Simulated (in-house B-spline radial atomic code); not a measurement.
Radial electron density of I2+, [Ar] 3d10 4s2 4p5 4d10 5s2 5p3 6s1. Level of theory: scalar-relativistic (X2C) HSE06, spin-polarised, spherical fractional occupations, exact exchange averaged over the configuration, Fermi nucleus of rms radius 4.75 fm; calculated with a radial B-spline atomic code at the basis-set limit.

One-electron X2C: radii and densities carry no picture-change correction, so inner-shell <1/r> comes out high (for 1s by about 2 % at Z = 33, 5 % at 54, 10 % at 75, 30 % at 118) and <r> low.

Columns: r (bohr), 4πr²n(r) (electrons per bohr), bar.

```
0.000739    1.784 #
0.000925    2.545 #
 0.00116    3.628 ##
 0.00145    5.117 ###
 0.00181    7.153 ####
 0.00227    9.984 #####
 0.00284    13.73 #######
 0.00355    18.61 #########
 0.00444     24.8 ############
 0.00556    32.39 ################
 0.00696    41.12 ####################
 0.00871    50.42 #########################
  0.0109    59.24 #############################
  0.0136    66.03 #################################
  0.0171    69.46 ##################################
  0.0213     68.5 ##################################
  0.0267    64.16 ################################
  0.0334     59.9 ##############################
  0.0418    60.49 ##############################
  0.0523    68.75 ##################################
  0.0655    81.43 ########################################
  0.0819    88.98 ############################################
   0.103    83.45 #########################################
   0.128    70.08 ###################################
   0.161    62.94 ###############################
   0.201    69.44 ##################################
   0.251    74.39 #####################################
   0.315    60.28 ##############################
   0.394    36.05 ##################
   0.493    24.12 ############
   0.616    26.35 #############
   0.771    26.22 #############
   0.965    18.04 #########
    1.21    9.727 #####
    1.51    5.834 ###
    1.89    3.926 ##
    2.37    2.184 #
    2.96    1.012 #
     3.7   0.5367 
    4.64   0.2954 
     5.8   0.1067 
    7.26     0.02 
    9.08 0.001565 
    11.4 4.357e-05 
    14.2 3.529e-07
```

On this grid the curve has 4 maxima, near 0.0171, 0.0819, 0.251, 0.616 bohr.

The 4p up radial function P(r) = rR(r), positive near the nucleus:

```csv
r (bohr),P
0.000925,0.001387
0.00145,0.002879
0.00227,0.006071
0.00355,0.0129
0.00556,0.02742
0.00871,0.05736
0.0136,0.1151
0.0213,0.2169
0.0334,0.3627
0.0523,0.4856
0.0819,0.3981
0.128,-0.08843
0.201,-0.6832
0.315,-0.4172
0.493,0.7923
0.771,1.288
1.21,0.6045
1.89,0.09504
2.96,0.003601
```
